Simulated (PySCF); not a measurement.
C₆H₄F₂. Atoms are numbered in the order given.

```xyz
12

C     -2.7108     1.4767    -1.5567
C     -2.0687     0.8089    -0.7793
C     -1.2968    -0.0236     0.1467
F     -0.8521     0.7158     1.2063
C     -0.1412    -0.6875    -0.5647
C      1.1046    -0.5593    -0.1905
C      2.3535    -0.3877     0.1588
F      2.9887    -1.1763     1.0250
H     -3.2795     2.0760    -2.2443
H     -1.9634    -0.8143     0.5431
H     -0.4121    -1.3013    -1.4336
H      2.9822     0.4185    -0.2331
```

Geometry: PBE0-D3(BJ)/def2-SVP. The structure was generated by enumeration; whether it is a known compound was not checked. The values are those of a single conformer.

The numbers are results of PBE0-D3(BJ)/def2-SVP (PySCF 2.14.0), not measurements.

Frequencies are harmonic and unscaled.

```tsv
mode	ν (cm⁻¹)	IR (km/mol)	moving atoms (share of kinetic energy)
1	44	0.4	C 59 %, F 28 %, H 13 %
2	84	0.3	F 62 %, C 34 %
3	153	0.2	C 54 %, F 37 %, H 9 %
4	196	5.0	C 52 %, H 24 %, F 24 %
5	224	4.0	C 62 %, F 25 %, H 13 %
6	311	1.9	C 69 %, F 20 %, H 11 %
7	361	5.3	C 65 %, F 23 %, H 11 %
8	507	0.8	C 82 %, H 13 %
9	559	20.3	C 70 %, F 23 %
10	629	24.8	C 71 %, F 25 %
11	697	37.8	H 75 %, C 25 %
12	717	18.3	C 58 %, H 29 %, F 12 %
13	748	29.7	H 75 %, C 25 %
14	801	5.7	C 53 %, H 36 %, F 10 %
15	881	20.5	H 62 %, C 34 %
16	923	13.9	C 59 %, H 38 %
17	1008	53.5	C 73 %, H 23 %
18	1079	14.2	C 47 %, H 41 %, F 11 %
19	1171	163.2	C 56 %, F 28 %, H 16 %
20	1212	91.4	H 51 %, C 28 %, F 21 %
21	1283	15.8	H 78 %, C 20 %
22	1310	4.7	H 65 %, C 35 %
23	1350	12.1	H 73 %, C 25 %
24	1495	127.0	C 77 %, H 20 %
25	2125	53.2	C 98 %
26	2252	6.2	C 90 %, H 10 %
27	3036	10.5	H 92 %
28	3166	1.2	H 92 %, C 8 %
29	3211	2.7	H 91 %, C 9 %
30	3487	77.7	H 85 %, C 15 %
```
